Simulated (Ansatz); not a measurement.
Cost and result for the atomization energy of `[NH2][SnH2][NH2]` (9 atoms, 8 bonds).

| atom | x (Å) | y (Å) | z (Å) |
| --- | --- | --- | --- |
| N1 | -0.987 | -1.289 | -0.432 |
| Sn2 | -0.330 | 0.579 | -0.028 |
| N3 | 1.594 | 0.226 | 0.484 |
| H4 | -1.002 | -1.899 | 0.376 |
| H5 | -1.896 | -1.330 | -0.873 |
| H6 | -1.020 | 1.358 | 1.334 |
| H7 | -0.591 | 1.467 | -1.471 |
| H8 | 2.157 | -0.131 | -0.277 |
| H9 | 2.075 | 1.019 | 0.886 |

The species carries charge 0 and has multiplicity 1. Correlated methods include outer-core shells of Sn, which these sets cover unevenly. Sn: def2 effective core potential. The geometry is a stationary point of PBE0-D4/def2-TZVP. It is one conformer, not always the lowest. Program: Ansatz. Hardware: A = 2 threads of an AMD EPYC 7R13 on a shared host; B = 2 threads of an AMD EPYC 7R13 on a shared host and a share of an NVIDIA H100 80 GB. Times are those of one run each, without the atoms' runs, and a repeat can differ threefold. Electronic energies, without spin–orbit coupling; frozen cores. CCSD(T)/CBS adds CCSD(T) − MP2 in def2-TZVPP to the MP2 limit, and its time is that of the two runs behind it. T1 = 0.012. With those shells the extrapolation isn't a true limit. B3LYP takes the VWN-RPA correlation (the form of Gaussian; ORCA's B3LYP/G).

CCSD(T)/CBS is a level of theory with its own doubt, some kJ/mol a heavy atom from the limit and from the frozen cores, so smaller differences don't rank the functionals.

```csv
level,functions,wall time,atomization (kJ/mol),difference from CCSD(T)/CBS,per bond
PBE0-D4/def2-TZVPP [A],196,2.4 s,2586.8,-54.8,-6.8
PBE-D4/def2-TZVPP (with forces) [A],196,2.5 s,2647.6,6.0,0.8
CCSD(T)/def2-TZVPP [B],196,3.7 s,2545.7,-95.9,-12.0
r2SCAN-D4/def2-TZVPP (with forces) [A],196,3.9 s,2587.8,-53.8,-6.7
B3LYP-D4/def2-TZVPP (with forces) [A],196,4.1 s,2626.5,-15.1,-1.9
B2PLYP/def2-TZVPP [A],196,5.5 s,2584.5,-57.1,-7.1
ωB97X-V/def2-TZVPP [A],196,7 s,2643.8,2.2,0.3
ωB97M-V/def2-TZVPP (with forces) [A],196,10 s,2626.8,-14.8,-1.8
CCSD(T)/def2-QZVPP [B],376,10 s,2605.5,-36.1,-4.5
CCSD(T)/CBS(def2),–,14 s,2641.6,0.0,0.0
```

In def2-TZVPP, CCSD(T) changes the Hartree–Fock value by +856.6 kJ/mol (the triples alone add +43.3 kJ/mol) and MP2 by +842.4 kJ/mol; breaking electron pairs costs correlation energy, which Hartree–Fock lacks. The D4 term adds +23.4 kJ/mol with B3LYP and +12.2 kJ/mol with PBE0; it sums over pairs of atoms, weighted by their polarisabilities, and B3LYP, whose exchange is more repulsive, gets the larger term. From PBE to PBE0 (25 % exact exchange), in def2-TZVPP and without D4, the atomization energy moves by −58.5 kJ/mol: exact exchange takes away binding that semilocal exchange gives to molecules.

Spin–orbit coupling would lower the free Sn atoms strongly, and the atomization energy with them, by more than many differences here. For some Ge, Se and Sn compounds the MP2-based and the directly extrapolated limit differ by 10 to 25 kJ/mol.
